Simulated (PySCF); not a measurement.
Species: C5HF6N.
Numbering: `[N:1]#[C:2][CH:3]=[C:4]([C:5]([F:6])([F:7])[F:8])[C:9]([F:10])([F:11])[F:12]` (hydrogens: H13 on C3)

Computed by this run: PBE0-D3(BJ)/def2-SVP geometry optimisation, gas phase in PySCF 2.14.0; density fitting, grid level 1; the optimiser is geomeTRIC in internal coordinates, started from a GFN2-xTB structure.

Step 0: E = -22951.1318 eV
```
atom  x, y, z in Å  |  force x, y, z in eV/Å
N1     -2.5656    1.9236    1.0079   -1.794   0.723   0.189
C2     -1.5030    1.5114    0.9112    1.298  -0.498  -0.110
C3     -0.1765    1.0313    0.8206    0.115  -0.115  -0.070
C4      0.1811    0.0050    0.0456    0.186  -0.494  -0.366
C5     -0.8311   -0.7319   -0.8090   -0.834  -0.293  -0.438
F6     -0.2891   -1.7283   -1.5030    0.203   0.144   0.161
F7     -1.4149    0.0919   -1.6878    0.270  -0.016   0.276
F8     -1.8074   -1.2561   -0.0582    0.310   0.177   0.011
C9      1.6098   -0.4841   -0.0273    0.761  -0.037   0.153
F10     1.7208   -1.7555    0.3637   -0.267   0.228  -0.098
F11     2.1029   -0.3965   -1.2645   -0.345   0.034   0.143
F12     2.4105    0.2380    0.7637   -0.276   0.063  -0.013
H13     0.5536    1.5529    1.4284    0.371   0.085   0.161
```

Step 1: E = -22951.1606 eV
```
atom  x, y, z in Å  |  force x, y, z in eV/Å
N1     -2.5051    2.1133    0.9560   -0.027  -0.029   0.068
C2     -1.4798    1.5765    0.9003   -0.074  -0.011  -0.062
C3     -0.1866    0.9891    0.8256    0.083   0.049   0.024
C4      0.1501   -0.0512    0.0519    0.055   0.061   0.069
C5     -0.8572   -0.7917   -0.8158    0.413   0.030   0.236
F6     -0.2500   -1.7280   -1.5390   -0.131  -0.005  -0.062
F7     -1.4708    0.0477   -1.6373   -0.118  -0.013  -0.094
F8     -1.7697   -1.3797   -0.0503   -0.118  -0.024  -0.050
C9      1.6049   -0.4747   -0.0107   -0.380   0.282  -0.144
F10     1.7610   -1.7524    0.2949    0.073  -0.114   0.054
F11     2.0644   -0.2696   -1.2434    0.145  -0.091   0.001
F12     2.3388    0.2544    0.8278    0.143  -0.118  -0.002
H13     0.5911    1.4680    1.4312   -0.065  -0.017  -0.037
```

Task: Estimate the geometry and energy of step 2. (The exact step hangs on the optimiser's Hessian estimate; all steps are aligned on step 1, rigid shifts and turns removed.)

Result: E = -22951.1675 eV, largest force 0.244 eV/Å
```
atom  x, y, z in Å  |  force x, y, z in eV/Å
N1     -2.5708    1.9662    0.9627    0.013  -0.044   0.047
C2     -1.5056    1.5163    0.8877   -0.003   0.224   0.016
C3     -0.1703    1.0282    0.8044    0.015  -0.157   0.047
C4      0.1808   -0.0185    0.0454    0.098   0.029  -0.024
C5     -0.8514   -0.7450   -0.8022    0.066  -0.223  -0.073
F6     -0.2948   -1.7107   -1.5266    0.055   0.012   0.037
F7     -1.4567    0.0932   -1.6342    0.007   0.117  -0.062
F8     -1.7845   -1.2948   -0.0312   -0.006  -0.027   0.079
C9      1.6222   -0.4857   -0.0132    0.062   0.084  -0.125
F10     1.7329   -1.7643    0.3175   -0.123  -0.158   0.052
F11     2.1083   -0.3348   -1.2441   -0.060   0.006  -0.006
F12     2.3991    0.2098    0.8154   -0.138   0.135   0.020
H13     0.5820    1.5419    1.4097    0.016   0.002  -0.006
```

The energy changes by -0.0069 eV. The first-order estimate −F·Δx gives -0.0417 eV and the mean of the old and new forces, exact on a quadratic surface, -0.0062 eV. The step makes an angle of 79° with the force vector and moves no atom by more than 0.161 Å.

The cost below is that of the whole optimisation. Cost: about 8 min of CPU time on one thread; the machine was shared, so the figure is rough.
